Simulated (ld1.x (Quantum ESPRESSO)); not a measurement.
W: one change to a TM potential, before and after

W (Z = 74), norm-conserving Troullier–Martins (Kleinman–Bylander form), made with ld1.x (Quantum ESPRESSO) 7.5 (BLYP, non-relativistic). Core [Xe], reference 4f14 5d4 6s1 6p0 (charge +1). Waves: 6s (bound): rc 2.55 bohr; 6p (bound, empty): rc 2.65 bohr; 5d (bound): rc 2.25 bohr; 4f (bound): rc 0.85 bohr. Local part: the f channel. Core correction: Bessel-smoothed model core inside 0.40 bohr.

Change: wave 6s (bound): rc 2.55 bohr becomes 6s (bound): rc 3.52 bohr.

Cutoffs: the cutoffs (Ry, on a coarse ladder) from which the occupation-weighted sum of valence levels, in a spherical-Bessel basis at the reference potential, stays within 10 and 1 mRy of its value at 400 Ry; they do not see the model core or the augmentation charge, which bear on the density cutoff. Errors are all-electron minus pseudo energies relative to the spin-unpolarised reference configuration.

What does the change do?

Both files keep a bound ghost (d, s); the number of tests that count goes from 6 to 7; of the 6 tests that both files solve, the error grows in 4 and shrinks in 1 by more than 15 % and 0.3 meV (median size 31.4 → 33.4 meV).

```tsv
quantity	base	changed
bound ghosts	s, d	s, d
tests counted (converged, no solver errors)	6 of 7	7 of 7
error for 4f14 5d4 6s2 6p0, meV [ΔE -7.60 eV]	-5.7	-7.3
error for 4f14 5d4 6s0 6p0, meV [ΔE 13.99 eV]	-7.6	-14
error for 4f14 5d3 6s0 6p0, meV [ΔE 40.07 eV]	-110	-158
error for 4f14 5d4.5 6s1.5 6p0, meV [ΔE -7.96 eV]	-15	-20
error for 4f14 5d5 6s1 6p0, meV [ΔE -8.06 eV]	-48	-47
error for 4f14 5d5 6s0 6p0, meV [ΔE -1.33 eV]	-73	-50
```

Base: Tests not counted: 4f14 5d4 6s1 6p1 (pseudo-atom not self-consistent, printed error +1.8 eV). These tests converged, but a pseudo level misses the all-electron one widely, so the file describes the atom poorly there or has found another state: 4f14 5d3 6s0 6p0: empty 6s by 4.4 eV (a node warning on the way). A true bound ghost makes a file unfit for plane-wave use even where its test errors are small: the radial tests pick states by their node count and pass the ghost by. Where a test does run into it, the solver fails or the error is huge.
